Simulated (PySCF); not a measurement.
All values below come from PBE-D3(BJ)/def2-TZVP // PBE0-D3(BJ)/def2-TZVP (PySCF 2.14.0). Isolated molecules, 0 K electronic values unless said otherwise. 

Reference species (SMILES): `F[C](F)Cl` (neutral, multiplicity 2).

- dipole moment: 0.27 D

Changed species: `F[C](Cl)Cl` (radical fragment; the reference has radical fragment).

Task: What does the change do to the dipole moment?

Result: the dipole moment increases by 0.11 D, to 0.38 D.
